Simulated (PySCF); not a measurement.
Computed IR spectrum (relative IR intensity) of a molecule C4H7FSi. The structure is a stationary point at PBE0-D3(BJ)/def2-SVP. Other conformers were not sampled. Computed with PBE0-D3(BJ)/def2-SVP run with PySCF. Frequencies are harmonic and unscaled.

Lines under 2 % of the strongest are left out, and lines within 2 cm⁻¹ are merged.

ν (cm⁻¹): 279 (vw), 358 (w), 475 (w), 501 (m), 667 (w), 674 (w), 753 (vw), 799 (m), 836 (m), 845 (w), 878 (m), 896 (vs), 928 (vs), 1253 (m), 1270 (m), 1421 (w), 2070 (vs), 2248 (s) (against the strongest line: vs over 80 %, s over 45 %, m over 15 %, w over 4 %, vw less)

Q: Pick the molecule that these values belong to.
(A) FC1=C[C@@H]([SiH3])C1
(B) C#CC[Si@@H](C)F
(C) F[SiH]1CC=CC1
(D) C=C=C[Si@H](C)F

A: D, C=C=C[Si@H](C)F
